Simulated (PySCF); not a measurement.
Mean polarisability (bohr³) of eight silicon and germanium compounds: PBE beside r2SCAN, computed with PySCF for isolated molecules in the bases named; differences from unrounded values. The eight are the first of their class met in an unordered collection, after screening for sound electronic states; none was chosen by its value. Each molecule has one DFT geometry for both levels.

```tsv
molecule	basis	r2SCAN	PBE	difference
silicon monosulfide (SSi), SMILES [Si]=S (connectivity only; charge and spin as stated), neutral, multiplicity 1	def2-TZVPD	50.1	51.1	1.0
CH2FNOSi, SMILES C(#N)O[SiH2]F	def2-TZVP	41.7	43.1	1.5
C₃H₆FNSi, SMILES C#C[C@H](N)[SiH2]F	def2-TZVP	68.7	70.8	2.1
trichloro(chlorosilyl)silane (Cl₄H₂Si₂), SMILES Cl[SiH2][Si](Cl)(Cl)Cl	def2-TZVP	98.4	101.6	3.2
C2H7ClO2Si, SMILES OCC[Si@H](O)Cl	def2-TZVP	68.7	71.0	2.3
C4H9FSi, SMILES F/C(=C\CC)[SiH3]	def2-TZVP	79.7	81.7	2.0
ClF₃H₂OSi₂, SMILES F[Si](F)(F)O[SiH2]Cl	def2-TZVP	57.5	59.9	2.4
C₂H₅FSi₂, SMILES [SiH3][Si@H](F)C#C	def2-TZVP	75.8	78.1	2.3
```

PBE lies below r2SCAN in 0 and above it in 8 of the eight; the mean signed difference is 2.1 and the largest 3.2 bohr³.
